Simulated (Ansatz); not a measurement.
Basis-set extrapolation for C3H10Si2, SMILES `C=C([SiH3])C[SiH3]` (PBE0-D4/def2-TZVP geometry, frozen core, Ansatz 0.2.0). Multiplicity 1, RHF reference.

```json
{"": "HF", "def2-TZVPP": "-697.329103", "def2-QZVPP": "-697.352595"}
{"": "MP2 correlation", "def2-TZVPP": "-0.758009", "def2-QZVPP": "-0.807592"}
{"": "CCSD(T) correlation", "def2-TZVPP": "-0.860667", "def2-QZVPP": "not run"}
```

Energies in hartree. Use E(X) = E(∞) + A·exp(−7.88·√X) for Hartree–Fock and E(X) = E(∞) + B·X^(−2.97) for correlation, with X = 3 and 4, and add CCSD(T) minus MP2 of the smaller set to the MP2 limit.

Q: What is the CCSD(T) energy at the basis-set limit?

A: HF limit: -697.352595 + (-0.023492) × 0.13774 = -697.35583. MP2 limit: -0.807592 + (-0.049583) × 0.74074 = -0.84432. Higher-order term: -0.860667 − (-0.758009) = -0.10266. Total: -698.30281 hartree, 296.8 kJ/mol below CCSD(T)/def2-TZVPP.
